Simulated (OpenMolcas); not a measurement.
**Computed levels of Cu6+**

- Program: OpenMolcas
- Method: CASSCF
- Basis: ANO-RCC-VQZP [7s6p4d3f2g1h]
- Scalar Hamiltonian: DKH2, point nucleus
- Active space: 5 electrons in 5 orbitals (3d)
- State averaging: 2S+1 = 6 even, 1 root; 2S+1 = 4 even, 24 roots; 2S+1 = 2 even, 75 roots
- Spin-orbit coupling: RASSI with atomic mean-field integrals over the reference wave functions, term energies averaged over their components

With spin-orbit coupling, above the lowest level:

```csv
Configuration,Term,J,E (cm⁻¹),Measured (cm⁻¹),Term weight %,Second
3d⁵,⁶S,5/2,0.0,0.0,100,
3d⁵,⁴G,5/2,51859,,99,
3d⁵,⁴G,7/2,51961,,100,
3d⁵,⁴G,11/2,51989,,100,
3d⁵,⁴G,9/2,52023,,100,
3d⁵,⁴P,5/2,59435,50732,87,12 ⁴D
3d⁵,⁴P,3/2,59714,51067,90,10 ⁴D
3d⁵,⁴P,1/2,60055,51407,96,4 ⁴D
3d⁵,⁴D,7/2,64396,55742,99,
3d⁵,⁴D,1/2,64731,56210,96,4 ⁴P
3d⁵,⁴D,3/2,64993,56428,90,10 ⁴P
3d⁵,⁴D,5/2,65045,56427,88,12 ⁴P
3d⁵,²I,11/2,73998,67757,99,
3d⁵,²I,13/2,74244,67918,100,
3d⁵,²D(1),5/2,82359,,61,35 ²F(1)
3d⁵,²D(1),3/2,83850,72227,84,16 ⁴F
3d⁵,²F(1),7/2,85864,74408,90,8 ⁴F
3d⁵,⁴F,9/2,86691,75930,94,5 ²G(1)
3d⁵,⁴F,5/2,86884,76019,84,14 ²F(1)
3d⁵,⁴F,7/2,86987,76349,89,8 ²F(1)
3d⁵,⁴F,3/2,87641,76886,84,16 ²D(1)
3d⁵,²F(1),5/2,88552,,49,36 ²D(1)
3d⁵,²H,9/2,90703,80717,84,13 ²G(1)
3d⁵,²H,11/2,91607,81954,98,
3d⁵,²G(1),7/2,93911,82746,97,
3d⁵,²G(1),9/2,94676,83910,81,15 ²H
3d⁵,²F(2),5/2,100900,,98,
3d⁵,²F(2),7/2,100987,88280,98,
3d⁵,²S,1/2,111480,95875,100,
3d⁵,²D(2),3/2,123170,106957,100,
3d⁵,²D(2),5/2,123356,,99,
3d⁵,²G(2),9/2,135620,119534,100,
3d⁵,²G(2),7/2,135696,119605,100,
3d⁵,²P,3/2,165627,143934,99,
3d⁵,²P,1/2,165811,144077,100,
3d⁵,²D(3),5/2,179019,,100,
3d⁵,²D(3),3/2,179166,156374,99,
```

Against the 27 measured excited levels shown (the list in Gamrath, thesis, University of Mons (2023)) the mean absolute deviation is 12000 cm-1; the largest miss in energy is 3d⁵ ²D_3/2(3): computed 179166, measured 156374 cm⁻¹ (+14.6 %).

Spin-orbit coupling puts the lowest level 112 cm⁻¹ below the lowest spin-free term.

Without dynamic correlation excited terms often stand tens of per cent too high (terms of higher spin than the ground term too low), and those without a measured partner can miss by more than the paired ones. Some levels mix across a computed gap that differs much from the measured one, so their mixing is not that of the real levels. Measured partners are found by configuration, term and J. A level has none where our copy of the source lacks it or the pairing is in doubt (some pairs that miss far off the trend of their configuration count as doubtful), and it then counts in no deviation. Only configurations of the active space appear.

The term weight is that of the spin-free term in the level, not the purity of its configuration. A number in round brackets counts repeated terms of one configuration in the order of the reference energies.
